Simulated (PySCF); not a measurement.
C2H3F2GaO2. Atoms are numbered in the order given.

```xyz
10

Ga    -0.0014     0.7554     0.0000
F      1.4962     1.6460     0.0000
F     -1.5232     1.6046     0.0000
O      0.0170    -0.9058     1.0859
C      0.0213    -1.5770     0.0000
C     -0.0019    -3.0685     0.0000
O      0.0170    -0.9058    -1.0859
H      0.4778    -3.4569    -0.9068
H      0.4778    -3.4569     0.9068
H     -1.0559    -3.3920     0.0000
```

Coordinates come from a B3LYP-D3(BJ)/def2-SVP optimisation. Other conformers were not sampled.

These are TDA-CAM-B3LYP/def2-SVPD in PySCF values and carry that method's errors.

Vertical excitations. Gas-phase values at a fixed geometry. State labels are in the subgroup Cs.

Computed lowest excited states:
| state | symmetry | energy (eV) | λ (nm) | f | main pairs |
|---|---|---|---|---|---|
| S1 | A" | 6.55 | 189 | 0.000 | HOMO→LUMO+1 96 % |
| S2 | A" | 7.41 | 167 | 0.004 | HOMO→LUMO 60 %, HOMO−1→LUMO+1 32 % |
| S3 | A" | 7.75 | 160 | 0.000 | HOMO−1→LUMO 91 % |
| S4 | A' | 7.89 | 157 | 0.001 | HOMO−2→LUMO+1 81 % |
| S5 | A' | 8.43 | 147 | 0.026 | HOMO−3→LUMO 85 % |
| S6 | A" | 8.47 | 146 | 0.151 | HOMO−1→LUMO+1 54 %, HOMO→LUMO 33 % |
| S7 | A" | 8.48 | 146 | 0.000 | HOMO−4→LUMO 88 % |
| S8 | A' | 8.52 | 146 | 0.249 | HOMO−2→LUMO 70 %, HOMO−6→LUMO 13 % |
| S9 | A" | 8.99 | 138 | 0.075 | HOMO−5→LUMO 83 % |
| S10 | A' | 9.50 | 130 | 0.176 | HOMO−6→LUMO 33 %, HOMO→LUMO+3 18 %, HOMO−2→LUMO 17 %, HOMO−7→LUMO 14 % |
| T1 | A" | 5.96 | 208 | 0 | HOMO−1→LUMO+1 94 % |
| T2 | A" | 6.19 | 200 | 0 | HOMO→LUMO+1 94 % |
| T3 | A" | 7.16 | 173 | 0 | HOMO→LUMO 86 % |
| T4 | A' | 7.41 | 167 | 0 | HOMO−2→LUMO+1 78 % |
Triplets are in the Tamm–Dancoff approximation.
